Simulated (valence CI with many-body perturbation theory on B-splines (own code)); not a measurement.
## E1 line list for Bi II

Calculated by configuration interaction combined with many-body perturbation theory (CI+MBPT): four valence electrons over a frozen Dirac-Fock core [Xe] 4f14 5d10, radial functions for each j: 11 s, 11 p, 10 d, 8 f, 5 g, 2 h, with the one-electron correlation potential Σ1, the two-electron term Σ2, the three-electron term Σ3, Breit, model QED; selected CI, second order for the rest, scaled by the run's own slope (own B-spline code, finite nucleus).

Set against measurement, 25 paired levels are off by 185 cm⁻¹ on average, the worst by 535. These come from a selection out of the NIST Handbook of Basic Atomic Spectroscopic Data. Levels without a partner in it may be off by more. Among the levels kept, up to 480 cm⁻¹ of a level comes from second order outside the variational space, and about a tenth of that is noise between levels of different J, which matters for small intervals.

Lines 201 to 250 of 500 in falling wavelength, among levels below 124709 cm⁻¹, chosen from the strongest by gf and those to the six lowest levels. Wavelengths and rates use the calculated energies, so an error of 200 cm⁻¹ moves a line at 8181 Å by 1.6 % and its rate by three times that or more. Electric multipoles are in the length gauge, E1 and E2 with the static RPA response of the core. Weak lines are less certain than strong ones. Lines between different terms over intervals too small for the method are left out, as are lines whose strength nearly cancels. Where a level lies close to another of its J and parity, the split of strength between their lines is uncertain. The highest levels of a list are the least certain.

Levels are named by their leading jj configuration (3d3/2^4 stands for four electrons in 3d with j = 3/2), which in mixed levels can hold well under half, so a name can repeat and another be missing. Letters in brackets count levels of one name in rising energy.

```csv
λ vac (Å),λ from measured levels,Upper,Lower,A (s⁻¹),S (a.u.)
9160,,(5g9/2 6s^2 6p1/2) J=4,(5f5/2 6s^2 6p1/2) J=3,3.13e+06,1.07e+01
9157,,(5g7/2 6s^2 6p1/2) J=4,(5f5/2 6s^2 6p1/2) J=3,6.39e+07,2.18e+02
9155,,(5g7/2 6s^2 6p1/2) J=3,(5f5/2 6s^2 6p1/2) J=3,1.15e+06,3.04e+00
9145,,(6s^2 6p1/2 8d5/2) J=2 [b],(6s^2 6p3/2 7p1/2) J=2,1.31e+06,2.47e+00
9015,,(5g9/2 6s^2 6p1/2) J=4,(5f7/2 6s^2 6p1/2) J=3,5.83e+07,1.90e+02
9012,,(5g7/2 6s^2 6p1/2) J=4,(5f7/2 6s^2 6p1/2) J=3,2.66e+06,8.65e+00
9010,,(5g7/2 6s^2 6p1/2) J=3,(5f7/2 6s^2 6p1/2) J=3,4.12e+06,1.04e+01
8922,,(5g7/2 6s^2 6p1/2) J=3,(5f5/2 6s^2 6p1/2) J=2,3.78e+07,9.28e+01
8866,,(6s 6p1/2 6p3/2^2) J=1 [b],(6s^2 6p3/2 7p3/2) J=2,9.00e+06,9.29e+00
8703,,(6s^2 6p3/2 8s) J=2,(6s^2 6p3/2 7p3/2) J=2,1.01e+07,1.64e+01
8544,,(6s^2 6p3/2 6d3/2) J=0,(6s^2 6p1/2 7p3/2) J=1,1.86e+07,5.73e+00
8389,,(6s^2 6p1/2 8s) J=1,(6s^2 6p1/2 7p3/2) J=2,2.58e+07,2.26e+01
8348,,(6s^2 6p1/2 9d3/2) J=1,(6s^2 6p3/2 7p3/2) J=2,4.66e+06,4.02e+00
8335,,(6s^2 6p1/2 10s) J=1,(6s^2 6p1/2 8p3/2) J=2,4.01e+06,3.43e+00
8327,,(6s^2 6p3/2 7p1/2) J=2,(6s 6p1/2^2 6p3/2) J=1,1.25e+07,1.78e+01
8238,,(6s^2 6p1/2 8s) J=1,(6s^2 6p1/2 7p3/2) J=1,5.85e+06,4.85e+00
8212,,(6s^2 6p1/2 8p3/2) J=2,(6s 6p1/2 6p3/2^2) J=3,3.22e+06,4.41e+00
8181,8184,(6s^2 6p3/2 7p3/2) J=3,(6s 6p1/2 6p3/2^2) J=3,4.21e+06,7.97e+00
8162,,(6s^2 6p3/2 8s) J=1,(6s^2 6p3/2 7p3/2) J=2,1.59e+07,1.28e+01
8132,,(6s^2 6p3/2 6d3/2) J=1,(6s^2 6p1/2 7p3/2) J=2,2.17e+07,1.73e+01
8085,,(6s^2 6p1/2 10s) J=0,(6s^2 6p1/2 8p3/2) J=1,6.58e+06,1.72e+00
7991,,(6s^2 6p3/2 6d3/2) J=1,(6s^2 6p1/2 7p3/2) J=1,3.94e+06,2.97e+00
7964,,(6s^2 6p1/2 6f5/2) J=3,(6s^2 6p3/2 6d3/2) J=3,1.31e+06,2.28e+00
7948,,(6s^2 6p1/2 8s) J=0,(6s^2 6p1/2 7p3/2) J=1,4.31e+07,1.07e+01
7932,,(6s^2 6p3/2 8s) J=2,(6s^2 6p3/2 7p3/2) J=1,3.39e+06,4.18e+00
7895,8053,(6s^2 6p1/2 7p3/2) J=1,(6s 6p1/2^2 6p3/2) J=2,5.86e+06,4.27e+00
7847,,(6s^2 6p1/2 6f7/2) J=4,(6s^2 6p3/2 6d3/2) J=3,1.76e+07,3.77e+01
7743,,(6s^2 6p1/2 8p1/2) J=0,(6s 6p1/2^2 6p3/2) J=1,1.10e+07,2.53e+00
7654,,(6s^2 6p1/2 7f5/2) J=2,(6s^2 6p3/2 6d5/2) J=1,1.56e+06,1.73e+00
7638,,(6s^2 6p1/2 7f7/2) J=4,(6s^2 6p1/2 7d5/2) J=3,3.61e+06,7.14e+00
7638,,(6s^2 6p3/2 8s) J=2,(6s^2 6p3/2 7p3/2) J=3,3.75e+07,4.12e+01
7635,,(6s^2 6p1/2 9d3/2) J=1,(6s^2 6p3/2 7p3/2) J=1,4.99e+06,3.29e+00
7611,,(6s^2 6p3/2 8s) J=2,(6s^2 6p1/2 8p3/2) J=2,4.57e+06,4.98e+00
7539,,(6s^2 6p1/2 6f7/2) J=3,(6s^2 6p3/2 6d5/2) J=2 [b],2.43e+06,3.60e+00
7495,,(6s^2 6p1/2 9d3/2) J=2,(6s^2 6p3/2 7p3/2) J=3,2.56e+06,2.66e+00
7480,,(6s^2 6p3/2 8s) J=1,(6s^2 6p3/2 7p3/2) J=1,1.76e+07,1.09e+01
7470,,(6s^2 6p1/2 9d3/2) J=2,(6s^2 6p1/2 8p3/2) J=2,1.84e+06,1.89e+00
7459,,(6s^2 6p3/2 8s) J=2,(6s^2 6p1/2 8p3/2) J=1,3.13e+06,3.20e+00
7440,7491,(6s^2 6p3/2 7p3/2) J=3,(6s 6p1/2 6p3/2^2) J=2,2.11e+06,3.00e+00
7381,,(6s^2 6p1/2 7f7/2) J=3,(6s^2 6p1/2 7d5/2) J=2,6.77e+06,9.41e+00
7372,,(6s^2 6p1/2 8s) J=1,(6s^2 6p1/2 7p1/2) J=0,4.78e+06,2.84e+00
7338,,(6s^2 6p1/2 9d5/2) J=3,(6s^2 6p1/2 8p3/2) J=2,9.22e+06,1.26e+01
7233,,(6s^2 6p3/2 7p3/2) J=2,(6s 6p1/2 6p3/2^2) J=3,4.28e+06,4.00e+00
7216,,(6s^2 6p1/2 10s) J=1,(6s^2 6p1/2 8p1/2) J=1,2.93e+06,1.63e+00
7173,,(6s^2 6p3/2 6d3/2) J=1,(6s^2 6p1/2 7p1/2) J=0,5.40e+06,2.95e+00
7160,,(6s^2 6p1/2 9d5/2) J=2,(6s^2 6p1/2 8p3/2) J=1,9.53e+06,8.63e+00
7060,,(6s^2 6p3/2 6d5/2) J=2 [b],(6s^2 6p1/2 7p3/2) J=1,6.22e+06,5.40e+00
6945,6811,(6s^2 6p1/2 7p1/2) J=1,(6s^2 6p1/2 7s) J=1,3.77e+07,1.87e+01
6892,,(6s^2 6p1/2 7f5/2) J=2,(6s^2 6p1/2 7d3/2) J=1,7.19e+06,5.81e+00
6892,,(6s^2 6p3/2 6d3/2) J=3,(6s^2 6p1/2 7p3/2) J=2,3.18e+07,3.59e+01
```
